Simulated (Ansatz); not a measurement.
A run on CH₂BFN₂, SMILES `FB1N=CN1` with other settings.

```yaml
crystal:
  periodic: [false, false, false]
  atoms:
    - {symbol: F, position_ang: [0.836744, -1.772122, -0.840914]}
    - {symbol: B, position_ang: [0.130478, -0.856315, -0.236275]}
    - {symbol: N, position_ang: [-0.046264, -0.586122, 1.037385]}
    - {symbol: C, position_ang: [-0.201009, 0.476763, 0.624338]}
    - {symbol: N, position_ang: [-0.358347, 0.460943, -0.737665]}
    - {symbol: H, position_ang: [-0.597764, 1.347837, 1.109827]}
    - {symbol: H, position_ang: [0.222551, 1.056708, -1.237567]}
basis:
  gaussian: {orbitals: 6-31G}
hamiltonian: {xc: {name: wPBEh}}
output: {forces: true}
```

```sh
$ ansatz run in.yaml --threads 2 --pin off --events-out ev --progress --plain --max-ram 4352MiB
```

It prints (some lines left out):

```
Functional definition: wPBEh
656 factors; integrals over basis functions are off by at most 2.0e-4 eV
78 factors; integrals over basis functions are off by at most 2.2e-7 eV
mean field evaluation 1: about -7423.8579 eV, gradient 5.8e1 eV
mean field evaluation 2: about -7420.2209 eV, gradient 7.1e1 eV
mean field evaluation 4: about -7430.5389 eV, gradient 4.1e0 eV
mean field evaluation 8: about -7430.7756 eV, gradient 3.4e-1 eV
mean field evaluation 16: about -7430.7758 eV, gradient 5.3e-5 eV
mean field -7430.77582991 eV, -273.0759749883 hartree, gradient 5.3e-5 eV, S^2 0.000000; 0 other end points of the search recorded, 0 dependent functions left out
reference -7430.77584942 eV, -273.0759757053 hartree; 18, 18 occupied and 31, 31 virtual orbitals, 656 factors
Total energy: -7430.77584942 eV, -273.0759757053 hartree
Atom 0 at     0.836744    -1.772122    -0.840914 Å, force     0.903819    -1.487680    -1.106858 eV/Å
Atom 1 at     0.130478    -0.856315    -0.236275 Å, force     1.461285    -3.052808    -7.321299 eV/Å
Atom 2 at    -0.046264    -0.586122     1.037385 Å, force     1.204860   -12.584523    12.202410 eV/Å
Atom 3 at    -0.201009     0.476763     0.624338 Å, force    -4.836910    15.989371    -0.868633 eV/Å
Atom 4 at    -0.358347     0.460943    -0.737665 Å, force    -0.437813    -1.411805    -2.019079 eV/Å
Atom 5 at    -0.597764     1.347837     1.109827 Å, force     0.893346     0.979464     0.999489 eV/Å
Atom 6 at     0.222551     1.056708    -1.237567 Å, force     0.811414     1.567981    -1.886029 eV/Å
Dipole moment:     0.122627     0.528861    -0.165135 e Å
```

It took 1.1 s on 2 threads of an Arm Neoverse V2 on a shared host, with 0.35 GiB of host memory at the peak.
